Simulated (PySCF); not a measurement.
BCl, triplet, geometry from GFN2-xTB (the spin is typed, not shown lowest); DF-REVPBE/def2-SVP in PySCF.

The PySCF input:
```python
from pyscf import gto, scf, dft

mol = gto.M(
    atom='''
B    -0.000000   -0.000000   -1.299651
Cl    0.000000    0.000000    0.382250
''',
    basis='def2-svp',
    charge=0,
    spin=2,
    verbose=4,
)

mf = dft.UKS(mol)
mf.xc = 'revpbe'
mf = mf.density_fit(auxbasis='def2-universal-jkfit')
mf.kernel()
```

Question: Predict the main parts of the log of this PySCF run.

Answer: 
```
PySCF version 2.14.0

[INPUT] verbose = 4
[INPUT] num. atoms = 2
[INPUT] num. electrons = 22
[INPUT] charge = 0
[INPUT] spin (= nelec alpha-beta = 2S) = 2
[INPUT] symmetry False subgroup None
[INPUT] Mole.unit = angstrom
[INPUT] Symbol           X                Y                Z      unit          X                Y                Z       unit  Magmom
[INPUT]  1 B      0.000000000000   0.000000000000  -1.299651000000 AA    0.000000000000   0.000000000000  -2.455984447517 Bohr   0.0
[INPUT]  2 Cl     0.000000000000   0.000000000000   0.382250000000 AA    0.000000000000   0.000000000000   0.722347811115 Bohr   0.0

nuclear repulsion = 26.7435853407543
number of shells = 14
number of NR pGTOs = 60
number of NR cGTOs = 32
basis = def2-svp
ecp = {}

******** <class 'pyscf.df.df_jk.DFUKS'> ********
method = DFUKS
initial guess = minao
damping factor = 0
level_shift factor = 0
DIIS = <class 'pyscf.scf.diis.CDIIS'>
diis_start_cycle = 1
diis_space = 8
diis_damp = 0
SCF conv_tol = 1e-09
SCF conv_tol_grad = None
SCF max_cycles = 50
direct_scf = False
number electrons alpha = 12  beta = 10
XC library pyscf.dft.libxc version 7.1.2
    S. Lehtola, C. Steigemann, M. J. T. Oliveira, and M. A. L. Marques,  SoftwareX 7, 1–5 (2018)
XC functionals = revpbe
    Y. Zhang and W. Yang,  Phys. Rev. Lett. 80, 890 (1998)
    J. P. Perdew, K. Burke, and M. Ernzerhof,  Phys. Rev. Lett. 77, 3865 (1996)
    J. P. Perdew, K. Burke, and M. Ernzerhof,  Phys. Rev. Lett. 78, 1396 (1997)
radial grids:
    Treutler-Ahlrichs [JCP 102, 346 (1995); DOI:10.1063/1.469408] (M4) radial grids

becke partition: Becke, JCP 88, 2547 (1988); DOI:10.1063/1.454033
pruning grids: <function nwchem_prune>
grids dens level: 3
symmetrized grids: False
atomic radii adjust function: <function treutler_atomic_radii_adjust>
small_rho_cutoff = 0
Set gradient conv threshold to 3.16228e-05
tot grids = 32928
init E= -484.835786159187

cycle= 1 E= -484.636848126006  delta_E= 0.199  |g|= 0.103  |ddm|= 1.36

cycle= 2 E= -484.63276092562  delta_E= 0.00409  |g|= 0.142  |ddm|= 0.328

cycle= 3 E= -484.645241067299  delta_E= -0.0125  |g|= 0.0378  |ddm|= 0.193

cycle= 4 E= -484.646127108048  delta_E= -0.000886  |g|= 0.00763  |ddm|= 0.0421

cycle= 5 E= -484.646163350554  delta_E= -3.62e-05  |g|= 0.00137  |ddm|= 0.0102

cycle= 6 E= -484.646165162412  delta_E= -1.81e-06  |g|= 0.00034  |ddm|= 0.00328

cycle= 7 E= -484.646165296234  delta_E= -1.34e-07  |g|= 4.27e-05  |ddm|= 0.00074

cycle= 8 E= -484.646165298844  delta_E= -2.61e-09  |g|= 9.15e-06  |ddm|= 0.000118

cycle= 9 E= -484.646165298915  delta_E= -7.12e-11  |g|= 1.21e-06  |ddm|= 1.49e-05

Extra cycle  E= -484.646165298913  delta_E= 1.99e-12  |g|= 2.11e-06  |ddm|= 4.51e-06
converged SCF energy = -484.646165298913  <S^2> = 2.0057996  2S+1 = 3.0038639
```
